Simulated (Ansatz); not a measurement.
`C[SiH2][CH2][GaH2]` + `BN` → `BN[CH2][GaH2]` + `C[SiH3]`  (substitution at a C–Si bond)

Program: Ansatz. Geometries: PBE0-D4/def2-TZVP. ΔE: electronic, gas phase. CCSD(T)/CBS adds triple-zeta CCSD(T) − MP2 to the extrapolated MP2 energy (def2 sets, frozen cores). This one scheme is used for every species. DFT in def2-TZVPP. HSE06 is defined as in plane-wave codes. For Ga outer-core shells are correlated without core-valence functions, which leaves a few kJ/mol of doubt a bond. Scalar relativity is left out up to krypton. One conformer a species, not always the lowest.

Q: Is it downhill or uphill in electronic energy at CCSD(T)/CBS, and by how much? (An estimate is asked.)

A: Ansatz gave: Uphill: ΔE = +24.0 kcal/mol.

Q: What do these levels give: PBE0-D4, r2SCANh-D4, HSE06-D4, BHLYP-D4, ωB97M-V, PBE-QIDH, revPBE, r2SCAN, PBE0, HSE06, CCSD(T)/def2-SVP, HF/CBS(def2)? (Estimate.)

A: The calculation gave: PBE0-D4 23.3, r2SCANh-D4 24.1, HSE06-D4 23.3, BHLYP-D4 23.4, ωB97M-V 23.6, PBE-QIDH 24.3, revPBE 21.6, r2SCAN 23.7, PBE0 22.8, HSE06 22.8, CCSD(T)/def2-SVP 19.2, HF/CBS(def2) 22.7 kcal/mol.

Q: What do rigid-rotor, harmonic-oscillator terms from PBE0-D4/def2-TZVP frequencies (298.15 K, 1 bar) make of the CCSD(T)/CBS value? (Estimate.)

A: Computed: ΔZPE = -0.9 kcal/mol, ΔH = +22.7 kcal/mol, ΔS = -10 J/(mol·K), ΔG = +23.4 kcal/mol. Modes under 50 cm⁻¹ make the entropy rough.

Largest T1 diagnostic among the species: 0.013.

Leaving LDA and LC-ωPBE aside and taking each functional with its dispersion term where it has one, the values, not all of them listed here, spread over 3.5 kcal/mol, from BLYP-D4 to r2SCAN0-D4. From PBE to PBE0 (25 % exact exchange), in def2-TZVPP and without D4, ΔE moves by +1.2 kcal/mol.
